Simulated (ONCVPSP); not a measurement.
## Pseudopotential generation for Fe (Z = 26): ONCV, LDA (Perdew-Wang 92), scalar-relativistic.

ONCVPSP 4.0.1 was run on this input:

```
# ATOM AND REFERENCE CONFIGURATION
# atsym  z   nc   nv     iexc    psfile
  Fe 26.00    3    3  -001012      upf
#
#   n    l    f
    1    0    2.00
    2    0    2.00
    2    1    6.00
    3    0    2.00
    3    1    6.00
    3    2    5.00
#
# PSEUDOPOTENTIAL AND OPTIMIZATION
# lmax
    3
#
#   l,   rc,      ep,       ncon, nbas, qcut
    0    0.75    0.00    4    7   10.20
    1    1.35    0.00    4    7    8.60
    2    0.95    0.00    4    9   17.50
    3    1.25    0.33    4    8    8.90
#
# LOCAL POTENTIAL
# lloc, lpopt,  rc(5),   dvloc0
    4    5    0.70    0.00
#
# VANDERBILT-KLEINMAN-BYLANDER PROJECTORs
# l, nproj, debl
    0    2    0.50
    1    1    3.90
    2    1    3.90
    3    1    1.50
#
# MODEL CORE CHARGE
# icmod, fcfact, rcfact
    3    1.75    1.35
#
# LOG DERIVATIVE ANALYSIS
# epsh1, epsh2, depsh
   -6.00    5.00    0.04
#
# OUTPUT GRID
# rlmax, drl
    6.00    0.01
#
# TEST CONFIGURATIONS
# ncnf
    4
# nvcnf
#   n    l    f
    4
    3    0    2.00
    3    1    6.00
    3    2    6.00
    4    0    2.00
#
    4
    3    0    2.00
    3    1    6.00
    3    2    6.00
    4    0    1.00
#
    3
    3    0    2.00
    3    1    6.00
    3    2    6.00
#
    3
    3    0    2.00
    3    1    6.00
    3    2    4.00
#
```

Command:

```bash
oncvpsp.x < Fe.dat > Fe.out
```

Output (shortened: citation, most of the input echo, consistency checks and plot data are left out):

```
ONCVPSP  (Optimized Norm-Conservinng Vanderbilt PSeudopotential)
scalar-relativistic version 4.0.1

#   n    l    f        energy (Ha)
    1    0    2.00    -2.5803131E+02
    2    0    2.00    -3.1463282E+01
    2    1    6.00    -2.7056318E+01
    3    0    2.00    -4.8037502E+00
    3    1    6.00    -3.5611798E+00
    3    2    5.00    -1.5992514E+00

Reference configufation results
  iterations    25
  all-electron total energy (Ha)   -1.26798436D+03

Begin loop to  construct optimized pseudo wave functions
and semi-local pseudopoentials for all angular momenta

WARNING wellstate: negative energy specified for n= 4 l=  0
WARNING scattering state with energy  0.25000000
WARNING will be used for the first projector

   Wellstate for l =  0  n =  6
     eigenvalue =   0.2500
     asymptotic potential =   0.7500
     half-point radius =  4.8374

Calculating optimized projector #   1

 for l=   0

    Fraction of norm inside rc  0.465912
    Optimizing pswf for qcut=  10.23 a_B^-1,  ecut=  52.28 Ha
    Residual kinetic energy error=  2.87D-03 Ha

    Energy error per electron        Cutoff
         Ha          eV             Ha
         0.01000     0.27211       45.17
         0.00100     0.02721       82.44
         0.00010     0.00272      182.34
         0.00001     0.00027      216.51

Calculating optimized projector #   2

 for l=   0

    Fraction of norm inside rc  0.012264
    Optimizing pswf for qcut=  10.23 a_B^-1,  ecut=  52.28 Ha
    Residual kinetic energy error=  2.45D-04 Ha

    Energy error per electron        Cutoff
         Ha          eV             Ha
         0.01000     0.27211       27.29
         0.00100     0.02721       42.91
         0.00010     0.00272       93.13
         0.00001     0.00027      285.31

Calculating optimized projector #   1

 for l=   1

    Fraction of norm inside rc  0.918384
    Optimizing pswf for qcut=   8.60 a_B^-1,  ecut=  36.95 Ha
    Residual kinetic energy error=  5.41D-05 Ha

    Energy error per electron        Cutoff
         Ha          eV             Ha
         0.01000     0.27211       24.79
         0.00100     0.02721       30.45
         0.00010     0.00272       35.46
         0.00001     0.00027       72.14

Calculating optimized projector #   1

 for l=   2

    Fraction of norm inside rc  0.553524
    Optimizing pswf for qcut=  17.52 a_B^-1,  ecut= 153.40 Ha
    Residual kinetic energy error=  2.23D-07 Ha

    Energy error per electron        Cutoff
         Ha          eV             Ha
         0.01000     0.27211       87.38
         0.00100     0.02721      107.46
         0.00010     0.00272      123.43
         0.00001     0.00027      135.90

   Wellstate for l =  3  n =  4
     eigenvalue =   0.3300
     asymptotic potential =   0.8300
     half-point radius =  2.3734

Calculating optimized projector #   1

 for l=   3

    Fraction of norm inside rc  0.025189
    Optimizing pswf for qcut=   8.89 a_B^-1,  ecut=  39.52 Ha
    Residual kinetic energy error=  2.80D-05 Ha

    Energy error per electron        Cutoff
         Ha          eV             Ha
         0.01000     0.27211       11.70
         0.00100     0.02721       23.75
         0.00010     0.00272       34.03
         0.00001     0.00027       62.93

Construct Vanderbilt / Kleinmman-Bylander projectors

B matrix Hermiticity error, ll=   0
   1   2    4.0249E-04

  Orthonormal projector coefficients  2.9460E+01  5.0995E+00

Model core correction analysis
  based on d2Exc/dn_idn_j

d2excae - all-electron derivatives

   -4.185009D-02   -3.939310D-02   -3.215399D-02
   -3.939324D-02   -3.800169D-02   -3.162191D-02
   -3.215431D-02   -3.162207D-02   -3.049317D-02

d2excps - pseudofunction derivatives with no core correction

   -4.544497D-02   -4.289363D-02   -3.695654D-02
   -4.289380D-02   -4.107519D-02   -3.616044D-02
   -3.695686D-02   -3.616058D-02   -3.419490D-02

rms 2nd derivative error    4.053878E-03

rmatch, rhocmatch    0.4095   45.8384

Teter function model core charge with specified parameters

d2excps - pseudofunction derivatives with core correction

   -4.425768D-02   -4.161412D-02   -3.570415D-02
   -4.161430D-02   -3.965155D-02   -3.477684D-02
   -3.570447D-02   -3.477698D-02   -3.281782D-02

rms 2nd derivative error    2.766927E-03

Pseudoatom total energy -121.165930

Diagnostic tests using Vanderbilt-Kleinman-Bylander pseudopotentials
  1 or more projectors used as specified by nproj input data

   l    rcore       rmatch      e in        delta e   norm test  slope test

   0   0.7537487   0.7766341  -4.8037502  -0.0001148   1.0001920   1.0003189
   0   0.7537487   0.7766341   0.2500000   0.0000403   1.0006476   1.0006476

   1   1.3546549   1.3957852  -3.5611798  -0.0000047   0.9999939   1.0000016

   2   0.9518046   0.9807035  -1.5992514   0.0000114   1.0000063   1.0000104

   3   1.2532997   1.2913526   0.3300000   0.0001028   1.0000072   1.0000072

 Testing for bound ghosts
   n   l    E NL Schr. Eq   E Basis Diag.   E Cutoff

   1   0       -4.803865       -4.796038    329.17

   2   1       -3.561184       -3.561163     84.94

   3   2       -1.599240       -1.581702    379.64

   4   3       -0.310743        0.213045    186.11

 Testing for highly-localized positive-energy ghosts
       l    <radius>/rc     E Basis Diag.   E Cutoff

       0        0.806029       17.505248    329.17  WARNING - GHOST(+)

Test configuration 0

   n   l     f        eae           eps        diff
   1   0  2.0000 -258.03131058
   2   0  2.0000  -31.46328206
   2   1  6.0000  -27.05631795
   3   0  2.0000   -4.80375017   -4.80386493   -1.15D-04
   3   1  6.0000   -3.56117975   -3.56118448   -4.73D-06
   3   2  5.0000   -1.59925138   -1.59924001    1.14D-05

    Total energies and differences
      AE_ref= -1.26798436D+03  AE_tst= -1.26798436D+03  dif=  0.00D+00
      PS_ref= -1.21165930D+02  PS_tst= -1.21165930D+02  dif=  1.85D-13
      PSP excitation error= -1.85D-13

Test configuration 1

   n   l     f        eae           eps        diff
   1   0  2.0000 -256.63032263
   2   0  2.0000  -30.05692186
   2   1  6.0000  -25.65062819
   3   0  2.0000   -3.43659968   -3.43650000    9.97D-05
   3   1  6.0000   -2.20238692   -2.20211110    2.76D-04
   3   2  6.0000   -0.28490252   -0.28491860   -1.61D-05
   4   0  2.0000   -0.20146417   -0.20144003    2.41D-05

    Total energies and differences
      AE_ref= -1.26798436D+03  AE_tst= -1.27018906D+03  dif= -2.20D+00
      PS_ref= -1.21165930D+02  PS_tst= -1.23370732D+02  dif= -2.20D+00
      PSP excitation error=  1.07D-04

Test configuration 2

   n   l     f        eae           eps        diff
   1   0  2.0000 -256.94882019
   2   0  2.0000  -30.36854067
   2   1  6.0000  -25.96284607
   3   0  2.0000   -3.75283628   -3.75262493    2.11D-04
   3   1  6.0000   -2.51896474   -2.51854415    4.21D-04
   3   2  6.0000   -0.59804520   -0.59810246   -5.73D-05
   4   0  1.0000   -0.46403105   -0.46397497    5.61D-05

    Total energies and differences
      AE_ref= -1.26798436D+03  AE_tst= -1.26985927D+03  dif= -1.87D+00
      PS_ref= -1.21165930D+02  PS_tst= -1.23040952D+02  dif= -1.88D+00
      PSP excitation error=  1.14D-04

Test configuration 3

   n   l     f        eae           eps        diff
   1   0  2.0000 -257.31913211
   2   0  2.0000  -30.72822338
   2   1  6.0000  -26.32344989
   3   0  2.0000   -4.11789648   -4.11752586    3.71D-04
   3   1  6.0000   -2.88415261   -2.88352505    6.28D-04
   3   2  6.0000   -0.95677749   -0.95690933   -1.32D-04

    Total energies and differences
      AE_ref= -1.26798436D+03  AE_tst= -1.26925344D+03  dif= -1.27D+00
      PS_ref= -1.21165930D+02  PS_tst= -1.22435155D+02  dif= -1.27D+00
      PSP excitation error=  1.45D-04

Test configuration 4

   n   l     f        eae           eps        diff
   1   0  2.0000 -258.86772565
   2   0  2.0000  -32.32962126
   2   1  6.0000  -27.92020809
   3   0  2.0000   -5.58472472   -5.58478346   -5.87D-05
   3   1  6.0000   -4.33130704   -4.33162447   -3.17D-04
   3   2  4.0000   -2.33971737   -2.33865929    1.06D-03

    Total energies and differences
      AE_ref= -1.26798436D+03  AE_tst= -1.26602248D+03  dif=  1.96D+00
      PS_ref= -1.21165930D+02  PS_tst= -1.19204399D+02  dif=  1.96D+00
      PSP excitation error=  3.47D-04
```

The run took about 4.1 s on one core of a shared server CPU.
